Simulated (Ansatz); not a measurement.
Reaction (formal exchange of groups at the Al–S bond): `C[S][AlH][OH]` + `C=C(O)NC` → `C[NH][AlH][OH]` + `C=C(O)SC`

Program: Ansatz. Geometries: PBE0-D4/def2-TZVP. ΔE: electronic, gas phase. CCSD(T)/CBS is the MP2 limit (def2-TZVPP, def2-QZVPP) plus CCSD(T) − MP2 in def2-TZVPP, frozen cores. DFT in def2-TZVPP. B3LYP here is the variant with VWN-RPA as its local correlation; programs differ in this. Each species was taken in one conformer, which may not be the lowest.

Problem. Is it downhill or uphill in electronic energy at CCSD(T)/CBS, and by how much? (An estimate is asked.)

Solution. Ansatz gave: Uphill: ΔE = +36.7 kJ/mol.

Problem. What do these levels give: r2SCAN-D4, PBE0-D4, ωB97X-V, B2PLYP, PBE0, B3LYP, MP2/def2-TZVPP, SCS-MP2/def2-TZVPP, MP2/def2-QZVPP, SCS-MP2/def2-QZVPP, MP2/CBS(def2), CCSD/CBS(def2)? (Best estimate.)

Solution. Computed: r2SCAN-D4 45.2, PBE0-D4 49.3, ωB97X-V 43.9, B2PLYP 38.3, PBE0 50.1, B3LYP 39.9, MP2/def2-TZVPP 36.4, SCS-MP2/def2-TZVPP 33.0, MP2/def2-QZVPP 36.1, SCS-MP2/def2-QZVPP 33.0, MP2/CBS(def2) 36.7, CCSD/CBS(def2) 38.9 kJ/mol.

Largest T1 diagnostic among the species: 0.012.

In def2-TZVPP, CCSD(T) changes the Hartree–Fock value by −16.2 kJ/mol (the triples alone add −2.2 kJ/mol) and MP2 by −16.2 kJ/mol. From PBE to PBE0 (25 % exact exchange), in def2-TZVPP and without D4, ΔE moves by +6.5 kJ/mol.
